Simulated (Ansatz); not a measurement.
A short molecular-dynamics run on CH3BTe (`B1C[Te]1`).

```yaml
crystal:
  periodic: [false, false, false]
  atoms:
    - {symbol: B, position_ang: [-0.477120, -0.596765, -0.476774]}
    - {symbol: C, position_ang: [0.185566, 0.585506, 0.206764]}
    - {symbol: Te, position_ang: [1.047855, -1.405625, 0.710519]}
    - {symbol: H, position_ang: [-1.326512, -0.941475, -1.224930]}
    - {symbol: H, position_ang: [0.886465, 1.223060, -0.324486]}
    - {symbol: H, position_ang: [-0.274153, 1.071300, 1.062707]}
basis:
  gaussian: {orbitals: def2-SVP}
hamiltonian: {xc: {name: revPBE}}
md: {timestep: 1 fs, n_steps: 30, ensemble: nve, temperature: 700, initial_velocities: maxwell_boltzmann, seed: 11}
```

```sh
$ ansatz run in.yaml --threads 2 --pin off --events-out ev --progress --plain --max-ram 4352MiB
```

| step | time (fs) | potential energy (eV) | kinetic (eV) | T (K) | conserved (eV) |
| --- | --- | --- | --- | --- | --- |
| 0 | 0.0 | -9054.0237 | 0.3619 | 700 | -9053.6618 |
| 1 | 1.0 | -9053.9720 | 0.3130 | 605 | -9053.6590 |
| 2 | 2.0 | -9053.9010 | 0.2453 | 474 | -9053.6557 |
| 3 | 3.0 | -9053.8577 | 0.2011 | 389 | -9053.6566 |
| 4 | 4.0 | -9053.8337 | 0.1755 | 340 | -9053.6581 |
| 5 | 5.0 | -9053.8061 | 0.1482 | 287 | -9053.6578 |
| 6 | 6.0 | -9053.7759 | 0.1189 | 230 | -9053.6570 |
| 7 | 7.0 | -9053.7568 | 0.1009 | 195 | -9053.6559 |
| 8 | 8.0 | -9053.7672 | 0.1121 | 217 | -9053.6551 |
| 9 | 9.0 | -9053.8171 | 0.1599 | 309 | -9053.6572 |
| 10 | 10.0 | -9053.8742 | 0.2131 | 412 | -9053.6610 |
| 11 | 11.0 | -9053.8858 | 0.2253 | 436 | -9053.6604 |
| 12 | 12.0 | -9053.8612 | 0.2050 | 396 | -9053.6562 |
| 13 | 13.0 | -9053.8571 | 0.2010 | 389 | -9053.6560 |
| 14 | 14.0 | -9053.8772 | 0.2182 | 422 | -9053.6590 |
| 15 | 15.0 | -9053.8798 | 0.2202 | 426 | -9053.6597 |
| 16 | 16.0 | -9053.8502 | 0.1917 | 371 | -9053.6585 |
| 17 | 17.0 | -9053.8043 | 0.1473 | 285 | -9053.6570 |
| 18 | 18.0 | -9053.7656 | 0.1100 | 213 | -9053.6556 |
| 19 | 19.0 | -9053.7566 | 0.1014 | 196 | -9053.6552 |
| 20 | 20.0 | -9053.7818 | 0.1243 | 241 | -9053.6575 |
| 21 | 21.0 | -9053.8083 | 0.1483 | 287 | -9053.6600 |
| 22 | 22.0 | -9053.8036 | 0.1456 | 282 | -9053.6581 |
| 23 | 23.0 | -9053.7963 | 0.1417 | 274 | -9053.6546 |
| 24 | 24.0 | -9053.8327 | 0.1767 | 342 | -9053.6559 |
| 25 | 25.0 | -9053.8960 | 0.2372 | 459 | -9053.6588 |
| 26 | 26.0 | -9053.9430 | 0.2838 | 549 | -9053.6593 |
| 27 | 27.0 | -9053.9625 | 0.3041 | 588 | -9053.6584 |
| 28 | 28.0 | -9053.9664 | 0.3089 | 597 | -9053.6575 |
| 29 | 29.0 | -9053.9711 | 0.3146 | 608 | -9053.6565 |
| 30 | 30.0 | -9053.9906 | 0.3335 | 645 | -9053.6571 |

Velocities are drawn at the set temperature; a run this short doesn't reach equilibrium.

Frames (Å, forces in eV/Å):

```xyz
6
time=0.0 fs
B    -0.477   -0.597   -0.477   -0.096   -0.117   -0.093
C     0.186    0.586    0.207   -0.085    0.162   -0.053
Te    1.048   -1.406    0.711    0.476   -0.661    0.326
H    -1.327   -0.941   -1.225   -0.418   -0.178   -0.369
H     0.886    1.223   -0.324    0.400    0.441   -0.311
H    -0.274    1.071    1.063   -0.278    0.352    0.500
6
time=1.0 fs
B    -0.476   -0.590   -0.468   -0.353   -0.547   -0.462
C     0.182    0.576    0.206    1.139    0.669   -1.047
Te    1.048   -1.405    0.710    0.551   -0.820    0.402
H    -1.296   -0.941   -1.248   -0.423   -0.162   -0.336
H     0.907    1.216   -0.348   -0.269   -0.020    0.182
H    -0.253    1.038    1.056   -0.646    0.881    1.261
6
time=2.0 fs
B    -0.475   -0.584   -0.460   -0.721   -1.034   -0.936
C     0.179    0.566    0.205    1.939    1.314   -1.435
Te    1.047   -1.404    0.710    0.625   -0.976    0.471
H    -1.269   -0.942   -1.273   -0.324   -0.097   -0.194
H     0.924    1.209   -0.369   -0.776   -0.327    0.564
H    -0.239    1.012    1.061   -0.742    1.120    1.530
6
time=3.0 fs
B    -0.475   -0.579   -0.453   -1.121   -1.522   -1.440
C     0.177    0.558    0.202    2.147    2.109   -0.943
Te    1.047   -1.404    0.710    0.692   -1.121    0.528
H    -1.245   -0.944   -1.301   -0.180   -0.006    0.015
H     0.935    1.198   -0.385   -1.034   -0.431    0.768
H    -0.231    0.998    1.080   -0.504    0.970    1.072
6
time=4.0 fs
B    -0.476   -0.575   -0.447   -1.456   -1.934   -1.873
C     0.177    0.552    0.198    1.898    2.834    0.122
Te    1.047   -1.403    0.710    0.745   -1.241    0.565
H    -1.223   -0.946   -1.329   -0.054    0.083    0.228
H     0.935    1.183   -0.394   -1.030   -0.340    0.783
H    -0.229    0.993    1.110   -0.103    0.598    0.174
6
time=5.0 fs
B    -0.478   -0.572   -0.443   -1.646   -2.191   -2.149
C     0.179    0.548    0.195    1.374    3.202    1.269
Te    1.047   -1.403    0.710    0.774   -1.326    0.581
H    -1.201   -0.947   -1.354    0.016    0.145    0.391
H     0.925    1.166   -0.395   -0.767   -0.065    0.606
H    -0.227    0.993    1.142    0.249    0.234   -0.699
6
time=6.0 fs
B    -0.482   -0.572   -0.441   -1.643   -2.241   -2.216
C     0.182    0.546    0.193    0.664    3.073    2.212
Te    1.047   -1.403    0.710    0.774   -1.365    0.574
H    -1.180   -0.946   -1.376    0.013    0.168    0.470
H     0.908    1.147   -0.390   -0.268    0.374    0.243
H    -0.223    0.996    1.167    0.460   -0.008   -1.283
6
time=7.0 fs
B    -0.487   -0.574   -0.441   -1.437   -2.078   -2.067
C     0.186    0.547    0.192   -0.124    2.509    2.822
Te    1.047   -1.403    0.710    0.743   -1.360    0.548
H    -1.158   -0.945   -1.393   -0.062    0.146    0.447
H     0.889    1.132   -0.383    0.359    0.891   -0.239
H    -0.214    0.998    1.180    0.521   -0.109   -1.511
6
time=8.0 fs
B    -0.494   -0.577   -0.442   -1.059   -1.734   -1.732
C     0.189    0.550    0.194   -0.730    1.756    2.922
Te    1.047   -1.403    0.710    0.682   -1.316    0.507
H    -1.137   -0.941   -1.406   -0.195    0.084    0.324
H     0.873    1.126   -0.379    0.859    1.281   -0.647
H    -0.201    1.000    1.178    0.442   -0.071   -1.374
6
time=9.0 fs
B    -0.501   -0.583   -0.445   -0.569   -1.274   -1.267
C     0.192    0.554    0.198   -0.842    1.101    2.285
Te    1.047   -1.403    0.710    0.600   -1.242    0.456
H    -1.117   -0.937   -1.416   -0.361   -0.004    0.127
H     0.865    1.132   -0.380    0.949    1.305   -0.743
H    -0.183    1.001    1.163    0.224    0.114   -0.858
6
time=10.0 fs
B    -0.509   -0.589   -0.450   -0.044   -0.766   -0.750
C     0.194    0.559    0.204   -0.402    0.640    0.897
Te    1.047   -1.403    0.710    0.502   -1.146    0.400
H    -1.101   -0.933   -1.424   -0.526   -0.097   -0.096
H     0.866    1.150   -0.389    0.590    0.922   -0.463
H    -0.163    1.003    1.140   -0.120    0.448    0.012
6
time=11.0 fs
B    -0.517   -0.596   -0.455    0.436   -0.279   -0.274
C     0.196    0.564    0.211    0.282    0.293   -0.813
Te    1.047   -1.403    0.710    0.398   -1.034    0.339
H    -1.091   -0.930   -1.434   -0.646   -0.168   -0.271
H     0.873    1.177   -0.402    0.035    0.337    0.006
H    -0.145    1.009    1.117   -0.504    0.851    1.013
6
time=12.0 fs
B    -0.524   -0.603   -0.460    0.807    0.134    0.074
C     0.198    0.570    0.217    0.771    0.090   -2.097
Te    1.048   -1.403    0.710    0.297   -0.913    0.276
H    -1.086   -0.929   -1.446   -0.687   -0.194   -0.329
H     0.881    1.208   -0.415   -0.441   -0.208    0.432
H    -0.131    1.024    1.103   -0.747    1.091    1.643
6
time=13.0 fs
B    -0.531   -0.610   -0.465    1.042    0.447    0.248
C     0.200    0.576    0.221    0.800    0.175   -2.387
Te    1.048   -1.404    0.710    0.206   -0.794    0.212
H    -1.088   -0.929   -1.461   -0.637   -0.168   -0.235
H     0.884    1.236   -0.424   -0.714   -0.590    0.694
H    -0.124    1.049    1.106   -0.699    0.930    1.469
6
time=14.0 fs
B    -0.537   -0.617   -0.470    1.156    0.667    0.266
C     0.203    0.582    0.223    0.418    0.491   -1.805
Te    1.048   -1.404    0.711    0.127   -0.677    0.148
H    -1.096   -0.931   -1.478   -0.512   -0.102   -0.015
H     0.880    1.259   -0.426   -0.769   -0.780    0.766
H    -0.124    1.082    1.122   -0.419    0.401    0.640
6
time=15.0 fs
B    -0.542   -0.623   -0.474    1.189    0.825    0.197
C     0.207    0.589    0.224   -0.169    0.755   -0.894
Te    1.049   -1.405    0.711    0.056   -0.561    0.084
H    -1.109   -0.934   -1.496   -0.349   -0.020    0.265
H     0.869    1.274   -0.421   -0.627   -0.774    0.656
H    -0.128    1.120    1.145   -0.099   -0.225   -0.308
6
time=16.0 fs
B    -0.546   -0.628   -0.479    1.187    0.953    0.116
C     0.210    0.596    0.224   -0.819    0.736   -0.040
Te    1.049   -1.405    0.711   -0.009   -0.444    0.022
H    -1.125   -0.937   -1.511   -0.185    0.057    0.532
H     0.852    1.282   -0.409   -0.306   -0.574    0.371
H    -0.133    1.156    1.164    0.133   -0.729   -1.000
6
time=17.0 fs
B    -0.548   -0.633   -0.483    1.183    1.070    0.079
C     0.213    0.604    0.224   -1.463    0.382    0.628
Te    1.049   -1.406    0.711   -0.070   -0.326   -0.037
H    -1.143   -0.940   -1.521   -0.048    0.113    0.732
H     0.832    1.284   -0.394    0.153   -0.202   -0.061
H    -0.137    1.184    1.174    0.244   -1.037   -1.341
6
time=18.0 fs
B    -0.550   -0.636   -0.487    1.198    1.186    0.114
C     0.215    0.612    0.225   -2.003   -0.205    1.029
Te    1.049   -1.406    0.712   -0.127   -0.212   -0.090
H    -1.161   -0.941   -1.524    0.046    0.140    0.834
H     0.813    1.285   -0.380    0.645    0.235   -0.540
H    -0.138    1.203    1.172    0.241   -1.143   -1.347
6
time=19.0 fs
B    -0.551   -0.639   -0.492    1.240    1.301    0.231
C     0.215    0.619    0.227   -2.252   -0.814    0.984
Te    1.050   -1.407    0.712   -0.180   -0.108   -0.135
H    -1.179   -0.942   -1.519    0.086    0.137    0.831
H     0.801    1.288   -0.371    0.981    0.527   -0.876
H    -0.137    1.210    1.156    0.125   -1.043   -1.034
6
time=20.0 fs
B    -0.550   -0.640   -0.496    1.309    1.412    0.422
C     0.213    0.627    0.229   -2.036   -1.268    0.311
Te    1.050   -1.407    0.712   -0.226   -0.017   -0.170
H    -1.197   -0.940   -1.506    0.069    0.107    0.726
H     0.798    1.295   -0.370    0.992    0.485   -0.891
H    -0.135    1.208    1.130   -0.109   -0.719   -0.399
6
time=21.0 fs
B    -0.549   -0.640   -0.499    1.401    1.514    0.668
C     0.210    0.633    0.231   -1.377   -1.566   -0.938
Te    1.050   -1.408    0.712   -0.264    0.059   -0.195
H    -1.213   -0.938   -1.486    0.001    0.054    0.541
H     0.804    1.308   -0.378    0.686    0.126   -0.579
H    -0.134    1.199    1.101   -0.446   -0.186    0.503
6
time=22.0 fs
B    -0.546   -0.639   -0.502    1.495    1.595    0.929
C     0.205    0.638    0.233   -0.546   -1.753   -2.318
Te    1.051   -1.409    0.712   -0.290    0.119   -0.211
H    -1.230   -0.936   -1.461   -0.105   -0.012    0.312
H     0.817    1.322   -0.391    0.234   -0.342   -0.112
H    -0.137    1.188    1.076   -0.788    0.393    1.401
6
time=23.0 fs
B    -0.541   -0.636   -0.504    1.556    1.635    1.147
C     0.200    0.641    0.233    0.079   -1.697   -3.145
Te    1.051   -1.409    0.713   -0.301    0.160   -0.220
H    -1.247   -0.933   -1.433   -0.216   -0.076    0.092
H     0.832    1.332   -0.405   -0.184   -0.718    0.323
H    -0.148    1.181    1.065   -0.935    0.696    1.802
6
time=24.0 fs
B    -0.536   -0.632   -0.505    1.535    1.609    1.261
C     0.195    0.643    0.231    0.259   -1.279   -3.002
Te    1.051   -1.410    0.713   -0.293    0.180   -0.221
H    -1.267   -0.931   -1.404   -0.288   -0.120   -0.061
H     0.846    1.335   -0.417   -0.467   -0.909    0.620
H    -0.167    1.180    1.071   -0.747    0.519    1.403
6
time=25.0 fs
B    -0.529   -0.626   -0.505    1.388    1.500    1.231
C     0.190    0.644    0.226    0.054   -0.684   -2.122
Te    1.051   -1.410    0.713   -0.265    0.181   -0.214
H    -1.289   -0.931   -1.375   -0.280   -0.128   -0.108
H     0.855    1.330   -0.422   -0.579   -0.903    0.745
H    -0.194    1.184    1.091   -0.317    0.034    0.468
6
time=26.0 fs
B    -0.520   -0.619   -0.504    1.099    1.305    1.060
C     0.186    0.645    0.219   -0.334   -0.231   -1.011
Te    1.051   -1.411    0.713   -0.221    0.168   -0.201
H    -1.314   -0.931   -1.348   -0.174   -0.096   -0.049
H     0.858    1.316   -0.420   -0.508   -0.707    0.691
H    -0.224    1.189    1.115    0.138   -0.441   -0.490
6
time=27.0 fs
B    -0.511   -0.611   -0.502    0.693    1.035    0.788
C     0.181    0.645    0.211   -0.768   -0.078    0.020
Te    1.051   -1.412    0.713   -0.165    0.147   -0.179
H    -1.341   -0.933   -1.321    0.012   -0.032    0.078
H     0.857    1.296   -0.412   -0.250   -0.339    0.465
H    -0.252    1.190    1.134    0.479   -0.732   -1.171
6
time=28.0 fs
B    -0.501   -0.602   -0.500    0.223    0.708    0.472
C     0.175    0.646    0.204   -1.178   -0.197    0.859
Te    1.051   -1.412    0.713   -0.103    0.119   -0.150
H    -1.368   -0.934   -1.294    0.232    0.044    0.215
H     0.853    1.272   -0.399    0.160    0.146    0.111
H    -0.276    1.183    1.142    0.666   -0.819   -1.506
6
time=29.0 fs
B    -0.491   -0.593   -0.496   -0.249    0.344    0.161
C     0.169    0.646    0.197   -1.439   -0.439    1.393
Te    1.052   -1.413    0.713   -0.039    0.085   -0.115
H    -1.392   -0.936   -1.264    0.434    0.113    0.315
H     0.851    1.249   -0.385    0.600    0.620   -0.254
H    -0.294    1.169    1.136    0.693   -0.723   -1.500
6
time=30.0 fs
B    -0.481   -0.583   -0.493   -0.672   -0.037   -0.117
C     0.161    0.645    0.191   -1.321   -0.612    1.430
Te    1.052   -1.413    0.713    0.022    0.046   -0.073
H    -1.412   -0.936   -1.231    0.576    0.160    0.351
H     0.854    1.233   -0.373    0.849    0.892   -0.451
H    -0.305    1.147    1.115    0.545   -0.449   -1.139
```

Run time 29 s (2 threads of an Arm Neoverse V1 on a shared host); peak host memory 0.12 GiB.
